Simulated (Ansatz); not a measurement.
CH$_{4}$GeOS (`C1[O][GeH2][S]1`), relaxed with RKS PBE0-D4/def2-TZVP in the Gaussian-basis code of Ansatz from a PBE-D4/def2-SVP geometry. The force threshold is 0.005 eV/Å; the program also tests the step.

Charge 0, multiplicity 1.

Start:

```xyz
8

C     0.825   -0.787   -0.449
O     0.443    0.523   -0.827
Ge   -0.841    0.831    0.440
S    -0.242   -1.243    1.048
H     1.897   -0.835   -0.153
H     0.636   -1.523   -1.263
H    -0.466    2.005    1.389
H    -2.253    1.029   -0.184
```

(1) By how much does the energy fall, and how many steps does the optimiser take? (Estimate.)

(2) Which bonds change most? (Best estimate.)

(3) Give the relaxed structure. (Estimate.)

## Answers

(1) The calculation gave: 1.09 kcal/mol, in 4 steps.

(2) The calculation gave: C1–S4 from 1.894 to 1.861 Å; Ge3–S4 from 2.243 to 2.209 Å; O2–Ge3 from 1.829 to 1.800 Å; C1–H5 from 1.113 to 1.093 Å.

(3) The calculation gave: 
```xyz
8

C     0.818   -0.787   -0.440
O     0.436    0.518   -0.816
Ge   -0.827    0.820    0.430
S    -0.238   -1.223    1.029
H     1.871   -0.822   -0.151
H     0.628   -1.502   -1.246
H    -0.461    1.980    1.374
H    -2.226    1.016   -0.180
```
